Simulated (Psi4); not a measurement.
HFSi, charge +1, doublet, geometry from GFN2-xTB (a state made from the parent by changing its charge; the spin is typed, not shown lowest). Base run: HF/3-21G in Psi4.

The Psi4 input:
```
memory 2 GB

molecule mol {
1 2
  Si   -0.270919   -0.356726    0.337084
  H    -1.036664   -1.365046   -0.396130
  F     0.536614    0.706579   -0.480339
}

set basis 3-21g
set reference uhf
set stability_analysis check
set scf_type pk

energy('scf')
print_variables()
```

The bond that is stretched is that between atoms 3 and 1. A test that says stable can miss a lower solution.

Each row names what was changed in the base input (with any setting that the change needs).

```
change                                                     ΔE vs base (kcal/mol)  <S^2>
---------------------------------------------------------  ---------------------  -----
base                                                                       0.000  0.760
stability_analysis = follow; reference = uhf                               0.000  0.760
bond × 1.25                                                                38.14  0.823
stability_analysis = follow; reference = uhf; bond × 1.25                  38.14  0.823
bond × 1.5                                                                  99.9  0.843
stability_analysis = follow; reference = uhf; bond × 1.5                   54.01  0.875
bond × 1.8                                                                 52.16  0.755
stability_analysis = follow; reference = uhf; bond × 1.8                   52.16  0.755
bond × 2.2                                                                 53.23  0.752
stability_analysis = follow; reference = uhf; bond × 2.2                   53.23  0.752
bond × 3.0                                                                 55.58  0.750
stability_analysis = follow; reference = uhf; bond × 3.0                   55.58  0.750
```

Psi4 reported an instability in these rows: bond × 1.5; stability_analysis = follow; reference = uhf; bond × 1.5 (restricted rows aren't judged here).

On stretching, the SCF can end on different states; <S^2> shows the spin contamination of each.
